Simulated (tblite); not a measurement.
C6H13FN2Si.
SMILES with atom numbers: `[CH3:1]/[N:2]=[CH:3]\[C@@H:4]1[CH2:5][CH2:6][C@@H:7]1[NH:8][SiH2:9][F:10]` (hydrogens: H11, H12, H13 on C1; H14 on C3; H15 on C4; H16, H17 on C5; H18, H19 on C6; H20 on C7; H21 on N8; H22, H23 on Si9)

Structure optimised with GFN2-xTB, isolated species.

(1) What internal coordinates does the optimisation give?

## Answers

(1) 
```json
{"bond": "C1–N2", "length (pm)": "143.1", "order": "single"}
{"bond": "N2=C3", "length (pm)": "125.6", "order": "double"}
{"bond": "C3–C4", "length (pm)": "149.6", "order": "single"}
{"bond": "C4–C5", "length (pm)": "153.8", "order": "single"}
{"bond": "C5–C6", "length (pm)": "153.4", "order": "single"}
{"bond": "C6–C7", "length (pm)": "153.9", "order": "single"}
{"bond": "C7–N8", "length (pm)": "142.9", "order": "single"}
{"bond": "N8–Si9", "length (pm)": "171.1", "order": "single"}
{"bond": "Si9–F10", "length (pm)": "160.9", "order": "single"}
{"bond": "C4–C7", "length (pm)": "156.8", "order": "single"}
{"bond": "C1–H11, C1–H12, C1–H13", "length (pm)": "109.2", "order": "single"}
{"bond": "C3–H14", "length (pm)": "108.8", "order": "single"}
{"bond": "C4–H15", "length (pm)": "109.1", "order": "single"}
{"bond": "C5–H16", "length (pm)": "108.8", "order": "single"}
{"bond": "C5–H17", "length (pm)": "108.9", "order": "single"}
{"bond": "C6–H18", "length (pm)": "108.9", "order": "single"}
{"bond": "C6–H19", "length (pm)": "108.7", "order": "single"}
{"bond": "C7–H20", "length (pm)": "109.0", "order": "single"}
{"bond": "N8–H21", "length (pm)": "100.8", "order": "single"}
{"bond": "Si9–H22", "length (pm)": "145.2", "order": "single"}
{"bond": "Si9–H23", "length (pm)": "145.9", "order": "single"}
```

Bonds in one row agree within 1 pm and their mean is given. Orders are formal, as drawn. A selection of angles:
```json
{"angle": "C1–N2–C3", "degrees": "123.6"}
{"angle": "N2–C3–C4", "degrees": "129.7"}
{"angle": "C3–C4–C5", "degrees": "114.0"}
{"angle": "C3–C4–C7", "degrees": "113.0"}
{"angle": "C5–C4–C7", "degrees": "88.3"}
{"angle": "C4–C5–C6", "degrees": "90.2"}
{"angle": "C5–C6–C7", "degrees": "89.5"}
{"angle": "C6–C7–N8", "degrees": "116.9"}
{"angle": "C4–C7–C6", "degrees": "88.9"}
{"angle": "C4–C7–N8", "degrees": "119.4"}
{"angle": "C7–N8–Si9", "degrees": "126.3"}
{"angle": "N8–Si9–F10", "degrees": "104.4"}
{"angle": "H21–N8–C7", "degrees": "112.3"}
{"angle": "H21–N8–Si9", "degrees": "118.4"}
```

Dihedral angles: C1–N2–C3–C4 1° (synperiplanar); N2–C3–C4–C5 -171° (antiperiplanar); C3–C4–C5–C6 -101° (anticlinal); C4–C5–C6–C7 -14° (synperiplanar); C5–C6–C7–N8 136° (anticlinal); C6–C7–N8–Si9 147° (anticlinal); C7–N8–Si9–F10 -34° (synclinal); C3–C4–C7–C6 102° (anticlinal).

The 4-membered ring C4–C5–C6–C7 has internal angles of 88.3° to 90.2° (sum 357°, against 360° for a flat polygon); it is puckered, 0.09 Å rms from its mean plane, widest ring torsion 14°. Of the pairs four or more bonds apart, C3···H21 is among the closest relative to their van der Waals radii: 2.62 Å, 90 % of the sum of Bondi's values. N2 (imine nitrogen) is bent (angle 123.6°). N8 (silicon-bound nitrogen) is almost planar (angles 126.3°, 118.4° and 112.3°, sum 357.1°, 0.13 Å off the plane of its three neighbours). Si9 (fluorine-bound silicon) is distorted tetrahedral (angles from 102.6° to 117.9°). The C–N distances run from 1.256 Å (N2=C3, drawn double) to 1.431 Å (C1–N2, drawn single), a spread of 0.175 Å. The C–C distances run from 1.496 Å (C3–C4, drawn single) to 1.568 Å (C4–C7, drawn single), a spread of 0.072 Å.

Point group: C1 (no symmetry element, even within 0.4 Å). Its GFN2-xTB frequencies are all real (lowest 22 cm⁻¹). One conformer, not necessarily the lowest. 3 starts were optimised and ended at 0.00, 0.02 and 2.46 kcal/mol (GFN2-xTB); the lowest of these is shown.

These are computed values.
